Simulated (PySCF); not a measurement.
# Vertical excitation energies

Compound: CH10ClPSi3.
Structure used (PBE0-D3(BJ)/def2-SVP), in Å, numbered top down from 1:
```
atom  x, y, z in Å
Si1    1.681    1.069    1.081
Si2    0.038    0.090   -0.275
Si3   -1.774   -0.692    0.986
P4    -0.589    1.602   -1.859
C5     0.836   -1.379   -1.187
Cl6    1.435   -2.541    0.038
H7     1.909    0.250    2.308
H8     1.233    2.436    1.490
H9     2.962    1.192    0.318
H10   -2.667   -1.510    0.106
H11   -1.340   -1.519    2.152
H12   -2.549    0.485    1.488
H13   -1.144    2.500   -0.897
H14   -1.845    0.976   -2.135
H15    0.121   -1.909   -1.833
H16    1.690   -1.059   -1.803
```

Computed, not measured: TDDFT B3LYP/def2-SVPD, vertical, gas phase, core orbitals frozen in the response in PySCF 2.14.0, density-fitted response routines.

```csv
state,E (eV),E (kJ/mol),λ (nm),f,|μ| (D),"main configurations (H = HOMO, L = LUMO)"
S1,5.64,545,219.7,0.0092,0.66,"H→L (65%), H→L+1 (23%)"
S2,5.73,553,216.4,0.0050,0.48,"H→L+1 (72%), H→L (24%)"
S3,5.91,570,209.7,0.068,1.74,"H→L+2 (80%), H→L+3 (8%)"
S4,6.14,592,202.1,0.012,0.72,"H→L+3 (53%), H-1→L+1 (19%), H-1→L (19%)"
S5,6.23,601,199.1,0.038,1.27,"H-1→L (50%), H→L+3 (18%), H-2→L (12%)"
S6,6.31,609,196.4,0.027,1.07,"H-1→L+1 (50%), H-1→L+2 (21%), H-1→L (16%)"
S7,6.40,617,193.8,0.048,1.40,H-2→L (66%)
S8,6.47,624,191.7,0.081,1.82,"H-1→L+2 (52%), H→L+4 (11%), H-1→L+1 (9%)"
S9,6.51,629,190.3,0.0081,0.57,"H-2→L+2 (49%), H-2→L+1 (24%), H-2→L (12%)"
S10,6.57,634,188.6,0.0034,0.37,"H-2→L+1 (62%), H-2→L+2 (30%)"
```

Triplets, Tamm–Dancoff:

| state | E (eV) | λ (nm) | main configurations (H = HOMO, L = LUMO) |
| --- | --- | --- | --- |
| T1 | 5.08 | 244.0 | H→L (48%), H→L+2 (18%), H→L+1 (16%) |
| T2 | 5.22 | 237.6 | H→L+1 (71%) |
| T3 | 5.44 | 227.9 | H→L+2 (34%), H→L (32%), H→L+3 (12%) |
| T4 | 5.61 | 220.8 | H-1→L (38%), H→L+2 (27%), H→L+3 (23%) |

The lowest singlet lies at 5.64 eV (220 nm, ultraviolet) and is weak; its leading configuration is HOMO→LUMO (65%). The strongest level in the table is S8 at 6.47 eV (192 nm, f = 0.081). Löwdin shares by element: HOMO phosphorus 50%, silicon 30% or more, hydrogen 5% or more; LUMO silicon 42%, phosphorus 12% (atoms not listed hold the other 46%). The oscillator strengths of these states sum to 0.300; summed over the whole spectrum of an exact calculation they would give the number of electrons, 90 (Thomas–Reiche–Kuhn). Of the 10 states listed, 6 reach f = 0.01 and none stays under 0.0005. Orbital energies (eV): HOMO-3 -8.52, HOMO-2 -7.99, HOMO-1 -7.81, HOMO -7.23, LUMO -0.71, LUMO+1 -0.61, LUMO+2 -0.50. All these states lie below the vertical ionisation energy of 9.07 eV (ΔSCF). The window holds the lowest 10 singlets.

The run took 4.3 min wall on an Arm Neoverse V1 with one thread, shared host.

One conformer stands for the species.
